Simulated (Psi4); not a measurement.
C₆H₁₁FO, singlet, geometry from GFN2-xTB; BLYP/STO-3G in Psi4 1.11.

Here is a job for Psi4.
```
memory 2 GB

molecule mol {
0 1
C    -1.027461   -0.803713    1.464345
C    -0.743737    0.016398    0.245980
C    -1.591292    0.961721   -0.126468
F    -1.390327    1.736084   -1.214779
C     0.506916   -0.266177   -0.551639
C     0.291489   -1.468102   -1.475133
C     1.722699   -0.503695    0.349362
O     1.876928    0.598945    1.216765
H    -0.311585   -0.556095    2.245958
H    -2.028447   -0.605392    1.837451
H    -0.938904   -1.865224    1.241341
H    -2.512252    1.217745    0.375544
H     0.718077    0.614637   -1.164726
H     0.087729   -2.367931   -0.898809
H     1.177052   -1.641701   -2.081941
H    -0.550361   -1.281617   -2.136516
H     2.611042   -0.621839   -0.287612
H     1.592733   -1.431936    0.924895
H     2.700757    0.504441    1.704619
}

set {
  basis sto-3g
  reference rks
}

energy('blyp')
print_variables()
```

Q: Write the output that Psi4 gives for this input, abridged.

A: 
```
   => Loading Basis Set <=

    Name: STO-3G
    Role: ORBITAL
    Keyword: BASIS

         ---------------------------------------------------------
                                   SCF
               by Justin Turney, Rob Parrish, Andy Simmonett
                          and Daniel G. A. Smith
                              RKS Reference
         ---------------------------------------------------------

  ==> Geometry <==

    Molecular point group: c1
    Full point group: C1

    Geometry (in Angstrom), charge = 0, multiplicity = 1:

       Center              X                  Y                   Z               Mass
    ------------   -----------------  -----------------  -----------------  -----------------
         C           -0.994232852608    -0.885880567008     1.489459181033    12.000000000000
         C           -0.710508852608    -0.065769567008     0.271094181033    12.000000000000
         C           -1.558063852608     0.879553432992    -0.101353818967    12.000000000000
         F           -1.357098852608     1.653916432992    -1.189664818967    18.998403162730
         C            0.540144147392    -0.348344567008    -0.526524818967    12.000000000000
         C            0.324717147392    -1.550269567008    -1.450018818967    12.000000000000
         C            1.755927147392    -0.585862567008     0.374476181033    12.000000000000
         O            1.910156147392     0.516777432992     1.241879181033    15.994914619570
         H           -0.278356852608    -0.638262567008     2.271072181033     1.007825032230
         H           -1.995218852608    -0.687559567008     1.862565181033     1.007825032230
         H           -0.905675852608    -1.947391567008     1.266455181033     1.007825032230
         H           -2.479023852608     1.135577432992     0.400658181033     1.007825032230
         H            0.751305147392     0.532469432992    -1.139611818967     1.007825032230
         H            0.120957147392    -2.450098567008    -0.873694818967     1.007825032230
         H            1.210280147392    -1.723868567008    -2.056826818967     1.007825032230
         H           -0.517132852608    -1.363784567008    -2.111401818967     1.007825032230
         H            2.644270147392    -0.704006567008    -0.262497818967     1.007825032230
         H            1.625961147392    -1.514103567008     0.950009181033     1.007825032230
         H            2.733985147392     0.422273432992     1.729733181033     1.007825032230

  Running in c1 symmetry.

  Rotational constants: A =      0.07759  B =      0.04708  C =      0.04448 [cm^-1]
  Rotational constants: A =   2326.01815  B =   1411.39213  C =   1333.33579 [MHz]
  Nuclear repulsion =  398.232968794729629

  Charge       = 0
  Multiplicity = 1
  Electrons    = 64
  Nalpha       = 32
  Nbeta        = 32

  ==> Algorithm <==

  SCF Algorithm Type is DF.
  DIIS enabled.
  MOM disabled.
  Fractional occupation disabled.
  Guess Type is SAD.
  Energy threshold   = 1.00e-06
  Density threshold  = 1.00e-06
  Integral threshold = 1.00e-12

  ==> Primary Basis <==

  Basis Set: STO-3G
    Blend: STO-3G
    Number of shells: 35
    Number of basis functions: 51
    Number of Cartesian functions: 51
    Spherical Harmonics?: true
    Max angular momentum: 1

  ==> DFT Potential <==

   => LibXC <=

    Version 7.1.2
    S. Lehtola, C. Steigemann, M. J. T. Oliveira, and M. A. L. Marques,  SoftwareX 7, 1–5 (2018) (10.1016/j.softx.2017.11.002)

   => Composite Functional: BLYP <=

    BLYP GGA Exchange-Correlation Functional

    P.J. Stephens et. al., J. Phys. Chem., 98, 11623-11627, 1994
    B. Miehlich et. al., Chem. Phys. Lett., 157(3), 200-206 1989

    Deriv               =              1
    GGA                 =           TRUE
    Meta                =          FALSE

    Exchange Hybrid     =          FALSE
    MP2 Hybrid          =          FALSE

   => Exchange Functionals <=

    1.0000     XC_GGA_X_B88

   => Correlation Functionals <=

    1.0000     XC_GGA_C_LYP

   => LibXC Density Thresholds  <==

    XC_GGA_C_LYP:  1.00E-14
    XC_GGA_X_B88:  1.00E-15

   => Molecular Quadrature <=

    Radial Scheme          =       TREUTLER
    Pruning Scheme         =           NONE
    Nuclear Scheme         =       TREUTLER

    Blocking Scheme        =         OCTREE
    BS radius alpha        =              1
    Pruning alpha          =              1
    Radial Points          =             75
    Spherical Points       =            302
    Total Points           =         397387
    Total Blocks           =           2969
    Max Points             =            256
    Max Functions          =             48
    Weights Tolerance      =       1.00E-15

   => Loading Basis Set <=

    Name: (STO-3G AUX)
    Role: JKFIT
    Keyword: DF_BASIS_SCF

  ==> Integral Setup <==

  SCF_SUBTYPE=INCORE selected. In-core MEM_DF algorithm will be used.
  Using in-core AOs.

  ==> MemDFJK: Density-Fitted J/K Matrices <==

    J tasked:                   Yes
    K tasked:                    No
    wK tasked:                   No
    Algorithm:                 Core
    Schwarz Cutoff:           1E-12
    Mask sparsity (%):       1.9223
    Fitting Condition:        1E-10

   => Auxiliary Basis Set <=

  Basis Set: (STO-3G AUX)
    Blend: DEF2-UNIVERSAL-JKFIT
    Number of shells: 266
    Number of basis functions: 802
    Number of Cartesian functions: 940
    Spherical Harmonics?: true
    Max angular momentum: 4

  Minimum eigenvalue in the overlap matrix is 1.8257472053E-01.
  Reciprocal condition number of the overlap matrix is 7.0516528012E-02.
    Using symmetric orthogonalization.

  ==> Pre-Iterations <==

  SCF Guess: Superposition of Atomic Densities via on-the-fly atomic UHF (no occupation information).

   -------------------------
    Irrep   Nso     Nmo
   -------------------------
     A         51      51
   -------------------------
    Total      51      51
   -------------------------

  ==> Iterations <==

                           Total Energy        Delta E     RMS |[F,P]|

   @DF-RKS iter SAD:  -401.47976175829831   -4.01480e+02   0.00000e+00
   @DF-RKS iter   1:  -404.68008831571149   -3.20033e+00   4.37303e-03 DIIS/ADIIS
   @DF-RKS iter   2:  -404.62853473678399    5.15536e-02   7.09060e-03 DIIS/ADIIS
   @DF-RKS iter   3:  -404.70597794282969   -7.74432e-02   1.99803e-03 DIIS/ADIIS
   @DF-RKS iter   4:  -404.71248407349196   -6.50613e-03   5.17516e-04 DIIS/ADIIS
   @DF-RKS iter   5:  -404.71296722884625   -4.83155e-04   9.09519e-05 DIIS
   @DF-RKS iter   6:  -404.71298314687004   -1.59180e-05   2.65193e-05 DIIS
   @DF-RKS iter   7:  -404.71298430112103   -1.15425e-06   4.69632e-06 DIIS
   @DF-RKS iter   8:  -404.71298433612543   -3.50044e-08   1.44169e-06 DIIS
   @DF-RKS iter   9:  -404.71298433944941   -3.32398e-09   2.32017e-07 DIIS
  Energy and wave function converged.

  ==> Post-Iterations <==

   Electrons on quadrature grid:
      Ntotal   =   64.0000668292 ; deviation = 6.683e-05

    Orbital Energies [Eh]
    ---------------------

    Doubly Occupied:

       1A    -24.023089     2A    -18.507446     3A     -9.784136
       4A     -9.769223     5A     -9.759028     6A     -9.741242
       7A     -9.741098     8A     -9.717244     9A     -1.005983
      10A     -0.854969    11A     -0.690466    12A     -0.628252
      13A     -0.559163    14A     -0.555462    15A     -0.491988
      16A     -0.416948    17A     -0.385885    18A     -0.383278
      19A     -0.351434    20A     -0.332201    21A     -0.324429
      22A     -0.311663    23A     -0.301968    24A     -0.281275
      25A     -0.267131    26A     -0.249618    27A     -0.235123
      28A     -0.230261    29A     -0.147204    30A     -0.137193
      31A     -0.091071    32A     -0.065571

    Virtual:

      33A      0.116297    34A      0.262591    35A      0.279766
      36A      0.332462    37A      0.344442    38A      0.371705
      39A      0.387109    40A      0.398095    41A      0.403530
      42A      0.417595    43A      0.422928    44A      0.429151
      45A      0.447802    46A      0.455612    47A      0.468381
      48A      0.475962    49A      0.496590    50A      0.591410
      51A      0.705240

    Final Occupation by Irrep:
              A
    DOCC [    32 ]
    NA   [    32 ]
    NB   [    32 ]

  @DF-RKS Final Energy:  -404.71298433944941

   => Energetics <=

    Nuclear Repulsion Energy =            398.2329687947296293
    One-Electron Energy =               -1345.2595318425958340
    Two-Electron Energy =                 597.9801069030207827
    DFT Exchange-Correlation Energy =     -55.6665281946040196
    Empirical Dispersion Energy =           0.0000000000000000
    VV10 Nonlocal Energy =                  0.0000000000000000
    Total Energy =                       -404.7129843394494060

Computation Completed

Properties will be evaluated at   0.000000,   0.000000,   0.000000 [a0]

Properties computed using the SCF density matrix

 Multipole Moments:

 ------------------------------------------------------------------------------------
     Multipole            Electronic (a.u.)      Nuclear  (a.u.)        Total (a.u.)
 ------------------------------------------------------------------------------------

 L = 1.  Multiply by 2.5417464519 to convert [e a0] to [Debye]
 Dipole X            :         -3.6927001            4.0187056            0.3260055
 Dipole Y            :          9.5395602           -9.9375562           -0.3979960
 Dipole Z            :         -2.9218676            3.0373617            0.1154941
 Magnitude           :                                                    0.5272754

 ------------------------------------------------------------------------------------

  Variable Map:
  ----------------------------------------------------------------------------
  "CURRENT ENERGY"              =>    -404.712984339449
  "CURRENT REFERENCE ENERGY"    =>    -404.712984339449
  "DD SOLVATION ENERGY"         =>       0.000000000000
  "DFT FUNCTIONAL TOTAL ENERGY" =>    -404.712984339449
  "DFT TOTAL ENERGY"            =>    -404.712984339449
  "DFT VV10 ENERGY"             =>       0.000000000000
  "DFT XC ENERGY"               =>     -55.666528194604
  "GRID ELECTRONS ALPHA"        =>      32.000033414586
  "GRID ELECTRONS BETA"         =>      32.000033414586
  "GRID ELECTRONS TOTAL"        =>      64.000066829171
  "NUCLEAR REPULSION ENERGY"    =>     398.232968794730
  "ONE-ELECTRON ENERGY"         =>   -1345.259531842596
  "PCM POLARIZATION ENERGY"     =>       0.000000000000
  "PE ENERGY"                   =>       0.000000000000
  "SCF ITERATION ENERGY"        =>    -404.712984339449
  "SCF ITERATIONS"              =>       9.000000000000
  "SCF TOTAL ENERGY"            =>    -404.712984339449
  "TWO-ELECTRON ENERGY"         =>     597.980106903021
  "XC GRID RADIAL POINTS"       =>      75.000000000000
  "XC GRID SPHERICAL POINTS"    =>     302.000000000000
  "XC GRID TOTAL POINTS"        =>  397387.000000000000

  Array Variable Map:
  ----------------------------------------------------------------------------
  "CURRENT DIPOLE"              =>       0.326005516349 ... 0.115494130066 1 by 3
  "SCF DIPOLE"                  =>       0.326005516349 ... 0.115494130066 1 by 3
  "SCF TOTAL ENERGIES"          =>    -401.479761758298 ... -404.712984339449 1 by 10
```
